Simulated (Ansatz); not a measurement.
AlHClF₃, singlet: a pair in one relaxed arrangement.

The input file, in.yaml:

```yaml
crystal:
  periodic: [false, false, false]
  atoms:
    - {symbol: Cl, position_ang: [-0.789058, -0.313868, -1.551608]}
    - {symbol: H, position_ang: [0.425177, -0.595133, -1.881036]}
    - {symbol: F, position_ang: [1.568700, -0.165525, 0.277908]}
    - {symbol: Al, position_ang: [0.022955, 0.200846, 0.726766]}
    - {symbol: F, position_ang: [-0.405336, 1.779687, 0.836320]}
    - {symbol: F, position_ang: [-0.822538, -0.906007, 1.591748]}
basis:
  gaussian: {orbitals: def2-SVP}
hamiltonian: {xc: lda}
```

Run by:

```bash
ansatz run in.yaml --threads 4 --pin off --events-out ev --progress --plain --max-ram 9574MiB
```

Output of Ansatz 0.2.0:

```
Functional definition: SPW92
  name "SPW92"
  cite "Dirac, Proc. Camb. Phil. Soc. 26, 376 (1930) doi:10.1017/S0305004100016108"
  cite "Slater, Phys. Rev. 81, 385 (1951) doi:10.1103/PhysRev.81.385"
  cite "Perdew & Wang, Phys. Rev. B 45, 13244 (1992) doi:10.1103/PhysRevB.45.13244"
  exchange = slater_x
  correlation = pw_c
890 factors; their error is unknown
mean field evaluation 1: about -27153.8090 eV, gradient 5.9e1 eV
mean field evaluation 2: about -27134.0053 eV, gradient 1.3e2 eV
mean field evaluation 4: about -27159.1882 eV, gradient 1.7e0 eV
mean field evaluation 8: about -27159.1975 eV, gradient 5.6e-2 eV
mean field -27159.14196144 eV, -998.0800579555 hartree, gradient 1.5e-5 eV, S^2 0.000000; 0 other end points of the search recorded, 0 dependent functions left out
reference -27159.14199896 eV, -998.0800593342 hartree; 29, 29 occupied and 54, 54 virtual orbitals, 890 factors
Total energy: -27159.14199896 eV, -998.0800593342 hartree
```

Hardware: 4 CPU threads of an Arm Neoverse V2, shared host. Wall time about 0.3 s.
